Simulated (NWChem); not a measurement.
**Basis-set convergence for H2GeS**

```xyz
4

Ge    -0.5324    -0.5509     0.0000
H      0.6402    -1.6434     0.0000
S      1.0155     1.0724     0.0000
H      0.1493     2.1152     0.0000
```
Charge 0, spin multiplicity 1.

Program: NWChem. Structure: optimised with B3LYP/def2-SVP, a minimum by its harmonic frequencies. It is one conformer; others weren't searched.

Quantity: dipole moment at the level PBE0.

The Hamiltonian is non-relativistic. The Pople sets run with spherical d functions. The structure started from a generated list of species.

| basis | functions | dipole moment (D) |
|---|---|---|
| 3-21G | 39 | ___ |
| 6-31G* | 54 | 1.08 |
| cc-pVDZ | 55 | 1.11 |
| pcseg-1 | 55 | ___ |
| aug-pcseg-1 | 81 | ___ |
| def2-SVPD | 81 | 1.05 |
| def2-TZVP | 97 | 1.09 |
| cc-pVTZ | 105 | 1.04 |
| pcseg-2 | 105 | 1.13 |
| def2-TZVPD | 118 | 1.03 |

Fill in the missing entries.


- 3-21G, dipole moment (D): 1.60
- pcseg-1, dipole moment (D): 1.18
- aug-pcseg-1, dipole moment (D): 1.01
